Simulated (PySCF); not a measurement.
C2H6Zn, SMILES [CH3][Zn][CH3]. Atoms are numbered in the order given.

```xyz
9

Zn     0.0000     0.0000     0.0000
C      0.0000     0.0000    -1.9343
H      0.8821     0.5223    -2.3428
H     -0.8934     0.5028    -2.3428
H      0.0112    -1.0251    -2.3428
C      0.0000     0.0000     1.9343
H      0.8821    -0.5223     2.3428
H     -0.8934    -0.5028     2.3428
H      0.0112     1.0251     2.3428
```
Charge 0, spin multiplicity 1.

The structure is a stationary point at r2SCAN-D4/def2-SVP. The geometry has at least one imaginary mode, so it is a saddle point at that level. The isomer is the one that the SMILES or the coordinates give; other isomers of the formula were not compared.

These are ωB97X/def2-TZVPD (PySCF) values and carry that method's errors.

Symmetry labels are those of the subgroup C2 that the program uses (full group D3).

Computed valence orbital energies around the gap with their symmetry:
```
orbital  symmetry  energy (eV)
-------  --------  -----------
HOMO−7          B       -16.45
HOMO−6          A       -16.45
HOMO−5          A       -13.22
HOMO−4          B       -13.22
HOMO−3          B       -12.87
HOMO−2          A       -12.87
HOMO−1          A       -11.41
HOMO            B        -9.55
LUMO            A         1.31
LUMO+1          B         1.31
LUMO+2          B         1.52
LUMO+3          A         1.76
```
